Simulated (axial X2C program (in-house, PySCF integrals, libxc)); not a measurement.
## Potential curves of BiCl⁺, scalar-relativistic

Calculated with an in-house relativistic program for diatomic molecules. Spin-free means the one-electron spin-free X2C Hamiltonian. Basis: Bi dyall-cv3z [12s14p10d6f1g], Cl dyall-av3z [9s8p3d2f] (cores contracted in-house); Gaussian nuclei, density fitting, unrestricted open shells. Masses: Bi 208.980 u, Cl 34.969 u.

State: M_S = 1/2, Λ = 1 (beyond evenly filled blocks: π+α). Energies in kJ/mol from the fragments at the same level (Bi+ + Cl). Fits are polynomials in 1 − R0/R over 0.85 to 1.23 times the lowest point R0.

```
 R (Å)     CCSD     PBE0
2.1485  -236.48  -285.84
2.2193  -264.48  -311.03
2.2902  -277.97  -322.28
2.3610  -280.48  -323.01
2.4436  -273.19  -314.12
2.5263  -258.06  -297.80
2.6325  -231.11  -269.81
```

Correlated methods: 11 electrons correlated (number of frozen shells: Bi 5 s, 4 p, 3 d, 1 f; Cl 2 s, 1 p), 247 virtual spin orbitals or spinors in MP2, 90 natural virtuals in coupled cluster.

One determinant describes the state; a PBE0 search over occupations chose it and may have missed a lower one. De is counted from the lowest determinant-based energies of the atoms at the same level, without counterpoise correction. CCSD ran in a truncated set of natural virtual spinors with an MP2 remainder; without triples it tends to underbind. The functionals have no current-density term, which raises determinants with orbital currents, atoms included. With the outer-core shells frozen, correlated bond lengths of heavy atoms tend to come out a few hundredths of an ångström too long. Spin–orbit coupling changes these values markedly for this molecule (Re by over 0.02 Å or De by over 0.25 eV), so the spin-free numbers are a model. Spin-free De lacks the spin–orbit lowering of the heavy p-block atom, a tenth of an eV or more for 4p and 5p, up to an eV for 6p and one to two eV for 7p atoms, less what an open-shell molecule gains itself. Coupled cluster ran on the points near the minimum only. MP2 and coupled cluster on one determinant become unreliable at the stretched end.

Task: Fit the CCSD curve near its minimum: give the equilibrium distance, the harmonic wavenumber and the well depth.

Result: At CCSD, spin-free: Re = 2.344 Å, ωe ≈ 405 cm⁻¹, De = 2.91 eV to Bi+ + Cl; Be follows as 0.102 cm⁻¹.

Task: Fit the PBE0 curve near its minimum: give the equilibrium distance, the harmonic wavenumber and the well depth.

Result: At PBE0, spin-free: Re = 2.331 Å, ωe ≈ 407 cm⁻¹, De = 3.36 eV to Bi+ + Cl; Be follows as 0.104 cm⁻¹.
